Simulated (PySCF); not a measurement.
Molecule: SMILES [SiH3][SiH2][SiH2]N([SiH3])[SiH3], H$_{13}$NSi$_{5}$.

Mapped SMILES: `[SiH3:1][SiH2:2][SiH2:3][N:4]([SiH3:5])[SiH3:6]`; H(Xn) means a hydrogen on atom n.

Geometry PBE0-D3(BJ)/def2-SVP throughout; GIAO in PySCF, gas phase, one conformer, non-relativistic; equivalent atoms averaged; basis pcSseg-1.

Task: How do the absolute shieldings σ depend on the functional? (ppm; last column core-seconds on shared hosts with different chips, so compare them loosely)

Result: 
| functional | kind | Si3 | Si5/Si6 | Si1 | Si2 | N4 | H(Si3) | H(Si5)/H(Si6) | H(Si1) | H(Si2) | core-s |
| --- | --- | --- | --- | --- | --- | --- | --- | --- | --- | --- | --- |
| HF | Hartree–Fock | 429.2 | 437.7 | 486.0 | 490.6 | 297.1 | 27.18 | 27.47 | 28.28 | 28.47 | 15 |
| LDA | LDA | 349.4 | 357.3 | 439.7 | 441.9 | 279.3 | 25.30 | 25.71 | 27.00 | 26.96 | 26 |
| PBE | GGA | 368.2 | 376.5 | 446.2 | 450.4 | 276.2 | 25.92 | 26.33 | 27.50 | 27.52 | 36 |
| BLYP | GGA | 359.2 | 370.5 | 432.0 | 433.5 | 269.9 | 26.26 | 26.64 | 27.77 | 27.81 | 34 |
| BP86 | GGA | 366.9 | 375.6 | 443.5 | 447.5 | 274.9 | 26.01 | 26.41 | 27.57 | 27.59 | 34 |
| OPBE | GGA | 392.1 | 398.5 | 464.1 | 471.5 | 281.3 | 26.01 | 26.45 | 27.55 | 27.58 | 35 |
| KT2 | GGA | 391.9 | 401.0 | 471.0 | 473.4 | 281.4 | 25.91 | 26.33 | 27.50 | 27.52 | 41 |
| KT3 | GGA | 398.3 | 408.3 | 467.9 | 471.0 | 279.2 | 26.30 | 26.71 | 27.78 | 27.84 | 41 |
| B97-D | GGA | 381.1 | 391.8 | 449.9 | 452.4 | 277.5 | 26.37 | 26.76 | 27.83 | 27.90 | 38 |
| B3LYP | global hybrid | 372.9 | 384.1 | 443.4 | 445.0 | 280.3 | 26.43 | 26.79 | 27.82 | 27.91 | 33 |
| PBE0 | global hybrid | 385.2 | 393.5 | 459.0 | 463.6 | 287.4 | 26.19 | 26.58 | 27.62 | 27.70 | 34 |
| mPW1PW91 | global hybrid | 383.7 | 392.3 | 455.8 | 460.4 | 286.2 | 26.29 | 26.68 | 27.70 | 27.78 | 35 |
| WP04 | global hybrid | 371.3 | 385.2 | 425.4 | 426.6 | 265.7 | 27.28 | 27.62 | 28.47 | 28.55 | 27 |
| B97-2 | global hybrid | 390.6 | 398.9 | 459.3 | 464.5 | 282.4 | 26.41 | 26.79 | 27.82 | 27.89 | 26 |
| BHandHLYP | global hybrid | 393.2 | 402.7 | 458.6 | 461.7 | 286.0 | 26.70 | 27.03 | 27.98 | 28.09 | 25 |
| CAM-B3LYP | range-separated hybrid | 378.8 | 387.8 | 450.1 | 452.5 | 284.5 | 26.45 | 26.77 | 27.81 | 27.90 | 36 |
| wB97X-D | range-separated hybrid | 386.7 | 393.8 | 458.2 | 463.9 | 284.9 | 26.43 | 26.78 | 27.79 | 27.88 | 35 |
| LC-wPBE | range-separated hybrid | 392.9 | 397.9 | 464.6 | 471.0 | 294.1 | 26.49 | 26.81 | 27.81 | 27.90 | 44 |

Task: Which nucleus moves most, in ppm?

Result: Si5/Si6 (silicon bonded to N, 3 H): from 357.3 ppm with LDA to 437.7 ppm with HF. The smallest spread is 1.47 ppm, at H(Si1).
